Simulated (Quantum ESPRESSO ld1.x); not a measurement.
Q: The mean radii <r> (bohr) of the occupied orbitals of an atom or ion are listed with their occupations. Method: Dirac Kohn-Sham, PBE, spin-unpolarised, spherical densities, point nucleus; computed with ld1.x of Quantum ESPRESSO 7.5.

orbital  occ.      <r>
1s1/2       2  0.08100
2s1/2       2   0.3822
2p1/2       2   0.3421
2p3/2       4   0.3444

Name the element and its charge. Open shells, if any, fill j = l - 1/2 first.

A: Z = 19, potassium, charge +9: K9+ in [Ne]. The 1s radius gives Z: for a bare nucleus <r> = (2 gamma + 1)/(2Z) with gamma = sqrt(1 - (Z/c)^2), 0.07844 bohr for Z = 19, and screening makes it slightly larger (0.08100 here). The occupations add up to 10, and the charge is Z minus that.
